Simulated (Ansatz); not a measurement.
Job for Ansatz (a first-principles code): U-wB97X-V/def2-TZVPP on ClFGeH2 (SMILES [F][GeH2][Cl]), a point of a bond scan (R = 2.581 Å).

Ansatz 0.2 input:
```yaml
crystal:
  periodic: [false, false, false]
  atoms:
    - {symbol: Ge, position_ang: [-0.48721924, -0.28782149, 0.04175761]}
    - {symbol: F, position_ang: [-1.17043530, 1.31354765, 0.03434333]}
    - {symbol: Cl, position_ang: [2.07042853, 0.00791831, -0.13746510]}
    - {symbol: H, position_ang: [-0.82640627, -0.91124549, 1.39620161]}
    - {symbol: H, position_ang: [-0.99927659, -0.99707760, -1.21242615]}
basis:
  gaussian:
    orbitals: def2-TZVPP
hamiltonian:
  xc: {name: wB97X-V}
magnetization: {spin_polarized: true, initial_magnetization: 0}
```

Output:

```
WARN ansatz: RAYON_NUM_THREADS=1 ignored (pool sized by the plan → 1); use --threads N
Functional definition: wB97X-V
integrals: 0.09 GiB planned
973 factors; their error is unknown
integrals: 0.12 GiB planned
170 factors; integrals over basis functions are off by at most 6.6e-5 eV
mean field: 1.14 GiB planned
mean field evaluation 1: about -71781.9399 eV, gradient 2.9e1 eV
mean field evaluation 2: about -71781.2441 eV, gradient 3.8e1 eV
mean field evaluation 4: about -71784.8742 eV, gradient 1.2e0 eV
mean field evaluation 8: about -71784.8840 eV, gradient 2.7e-2 eV
mean field evaluation 16: about -71785.0866 eV, gradient 5.2e-5 eV
mean field -71785.08658536 eV, -2638.0532743326 hartree, gradient 5.2e-5 eV, S^2 0.000000; 0 other end points of the search recorded, 0 dependent functions left out
reference -71785.08658385 eV, -2638.0532742772 hartree; 30, 30 occupied and 119, 119 virtual orbitals, 973 factors
Total energy: -71785.08658385 eV, -2638.0532742772 hartree
```

The run converged.

Cost: around 11 core-seconds (rough).
